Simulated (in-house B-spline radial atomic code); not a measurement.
A fraction x of an electron is removed from 2s in neutral beryllium, starting from [He] 2s2 and keeping the highest spin. Level of theory: non-relativistic BLYP, spin-polarised, spherical fractional occupations, point nucleus; calculated with a B-spline radial code for spherical atoms.

| x | E(x) - E(0) (eV) | 2s down level (eV) |
| --- | --- | --- |
| 0 | 0.0000 | -5.467 |
| 0.04 | 0.2242 | -5.741 |
| 0.17 | 1.0290 | -6.643 |
| 0.35 | 2.3388 | -7.914 |
| 0.46 | 3.2525 | -8.699 |
| 0.5 | 3.6062 | -8.986 |
| 0.56 | 4.1583 | -9.417 |
| 0.66 | 5.1359 | -10.136 |
| 0.83 | 6.9624 | -11.346 |
| 0.95 | 8.3711 | -12.090 |
| 1 | 8.9777 | - |

The exact functional would give a straight line between the two integer points. Deviations E(x) - E(0) - x[E(1) - E(0)], in eV: -0.135 at x = 0.04, -0.497 at x = 0.17, -0.803 at x = 0.35, -0.877 at x = 0.46, -0.883 at x = 0.5, -0.869 at x = 0.56, -0.789 at x = 0.66, -0.489 at x = 0.83, -0.158 at x = 0.95.

The curve lies below the straight line by up to 0.883 eV (at x = 0.5): convex, the delocalisation error that favours fractional charges.

Q: How well does Slater's transition state (minus the level at half occupation) give the ionisation energy?

A: It gives 8.986 eV against 8.978 eV from the two total energies; NIST lists 9.32 eV, ground level to ground level.
